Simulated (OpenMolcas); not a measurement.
**Ionisation energies of barium**

```yaml
Program: OpenMolcas 26.06
Basis: ANO-RCC-VDZP [7s6p3d1f]
Scalar_Hamiltonian: DKH2, point nucleus
Spin-orbit_coupling: RASSI with atomic mean-field integrals over the reference wave functions, term energies averaged over their components
```

Active shells in each charge state: the valence s, p shells, with orbitals averaged over the low states. Where CASPT2's correlated closed shells are named, they are those of the first ion.

A. CASSCF
B. SS-CASPT2, IPEA 0.25 Eh, imaginary shift 0.1 Eh (closed shells correlated: 5s 5p)
C. SS-CASPT2, IPEA 0.25 Eh, imaginary shift 0.1 Eh (closed shells correlated: none)
D. SS-CASPT2, IPEA 0 Eh, imaginary shift 0.1 Eh (closed shells correlated: 5s 5p)
E. SS-CASPT2, IPEA 0.25 Eh, imaginary shift 0.1 Eh (closed shells correlated: 4d 5s 5p)

Energies in eV between the lowest computed levels, named as in B; reference values from the NIST Atomic Spectra Database with their kind.

```tsv
From	To	A	B	C	D	E	Spin-orbit share in B	Reference
Ba 6s² ¹S₀	Ba+ 6s ²S_1/2	4.828	4.976	4.851	4.978	4.984	+0.000	5.212 (measured)
Ba+ 6s ²S_1/2	Ba2+ 5p⁶ ¹S₀	9.311	9.554	9.311	9.577	9.570	+0.000	10.004 (measured)
```

Error against the reference values, in %:

| From | Reference | A | B | C | D | E |
| --- | --- | --- | --- | --- | --- | --- |
| Ba | measured | -7.4 | -4.5 | -6.9 | -4.5 | -4.4 |
| Ba+ | measured | -6.9 | -4.5 | -6.9 | -4.3 | -4.3 |

Mean absolute error over the 2 measured values: A 0.54 eV, B 0.34 eV, C 0.53 eV, D 0.33 eV, E 0.33 eV.
